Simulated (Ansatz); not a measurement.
Reaction (formal exchange of groups at a C–C bond): `CCCCCCCS` + CH₄ → `CCCCCS` + `CCC`

Program: Ansatz. Geometries: PBE0-D4/def2-TZVP. ΔE: electronic, gas phase. CCSD(T)/CBS adds triple-zeta CCSD(T) − MP2 to the extrapolated MP2 energy (def2 sets, frozen cores). This one scheme is used for every species. DFT in def2-TZVPP. B3LYP here is the variant with VWN-RPA as its local correlation; programs differ in this. HSE06 is defined as in plane-wave codes. Each species was taken in one conformer, which may not be the lowest.

(1) Is it downhill or uphill in electronic energy at CCSD(T)/CBS, and by how much? (An estimate is asked.)

(2) What do these levels give: B97M-V, PBE0-D4, r2SCANh-D4, B3LYP, HSE06, HF/def2-TZVPP? (Estimate.)

Largest T1 diagnostic among the species: 0.009.

Answers

(1) Ansatz gave: Uphill: ΔE = +0.06 eV.

(2) Ansatz gave: B97M-V 0.06, PBE0-D4 0.04, r2SCANh-D4 0.05, B3LYP -0.01, HSE06 0.01, HF/def2-TZVPP -0.03 eV.

In def2-TZVPP, CCSD(T) changes the Hartree–Fock value by +0.09 eV (the triples alone add +0.02 eV) and MP2 by +0.10 eV. The D4 term adds +0.05 eV with B3LYP and +0.03 eV with PBE0; it sums over pairs of atoms, weighted by their polarisabilities, and B3LYP, whose exchange is more repulsive, gets the larger term.
